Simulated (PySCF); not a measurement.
Geometries of 4 isomers of C5H6OS, from PBE0-D3(BJ)/def2-SVP geometry optimisation, gas phase (PySCF 2.14.0). One conformer each, no zero-point energy, no frequencies.

Question: Which isomer lies lowest at this level?
A.
```xyz
13
angstrom
S      2.718    0.764    0.555
C      1.700   -0.543   -0.231
C      0.243   -0.322   -0.125
C     -0.749   -0.909    0.608
C     -1.954   -0.210    0.284
C     -1.599    0.746   -0.618
O     -0.274    0.683   -0.871
H      2.273    1.765   -0.234
H      1.967   -1.470    0.294
H      2.007   -0.654   -1.282
H     -0.629   -1.739    1.301
H     -2.953   -0.397    0.672
H     -2.154    1.512   -1.153
```
B.
```xyz
13
angstrom
C      2.418    0.266   -0.328
S      1.330   -1.151   -0.544
C     -0.222   -0.411   -0.232
C     -1.474   -1.113   -0.276
C     -2.428   -0.188    0.024
O     -1.871    1.015    0.247
C     -0.533    0.882    0.092
H      3.440   -0.093   -0.504
H      2.352    0.667    0.695
H      2.188    1.059   -1.056
H     -1.629   -2.165   -0.502
H     -3.510   -0.244    0.111
H      0.060    1.778    0.241
```
C.
```xyz
13
angstrom
C      1.994   -0.255   -0.206
O      0.865    0.567   -0.293
C     -0.333   -0.038   -0.214
C     -1.526    0.745   -0.292
C     -2.651   -0.023   -0.195
S     -2.282   -1.689   -0.009
C     -0.587   -1.383   -0.058
H      2.020   -0.996   -1.026
H      2.029   -0.795    0.757
H      2.874    0.396   -0.284
H     -1.516    1.828   -0.415
H     -3.689    0.308   -0.223
H      0.119   -2.205    0.028
```
D.
```xyz
13
angstrom
C      2.577    0.351    0.197
O      1.594   -0.274   -0.585
C      0.314   -0.073   -0.258
C     -0.767   -0.587   -0.928
C     -1.998   -0.194   -0.332
C     -1.843    0.603    0.768
S     -0.176    0.897    1.107
H      2.465    1.450    0.179
H      2.535    0.007    1.246
H      3.549    0.081   -0.233
H     -0.662   -1.218   -1.809
H     -2.976   -0.495   -0.711
H     -2.607    1.042    1.407
```

Answer: A. That is furfuryl mercaptan, `c1ccc(CS)o1`, 3.0 kcal/mol below the next.

```json
{"SMILES": "SCc1ccco1", "atoms numbered as above": "[SH:1][CH2:2][c:3]1[cH:4][cH:5][cH:6][o:7]1", "E (Eh)": "-666.77478", "relative (kcal/mol)": "0.0", "relative (kJ/mol)": "0.0", "dipole (D)": "1.47"}
{"SMILES": "COc1ccsc1", "atoms numbered as above": "[CH3:1][O:2][c:3]1[cH:4][cH:5][s:6][cH:7]1", "E (Eh)": "-666.77001", "relative (kcal/mol)": "3.0", "relative (kJ/mol)": "12.5", "dipole (D)": "1.11"}
{"SMILES": "CSc1ccoc1", "atoms numbered as above": "[CH3:1][S:2][c:3]1[cH:4][cH:5][o:6][cH:7]1", "E (Eh)": "-666.76689", "relative (kcal/mol)": "5.0", "relative (kJ/mol)": "20.7", "dipole (D)": "0.89"}
{"SMILES": "COc1cccs1", "atoms numbered as above": "[CH3:1][O:2][c:3]1[cH:4][cH:5][cH:6][s:7]1", "E (Eh)": "-666.76584", "relative (kcal/mol)": "5.6", "relative (kJ/mol)": "23.5", "dipole (D)": "1.13"}
```

As drawn, the lowest has an S–H bond, which the highest lacks.
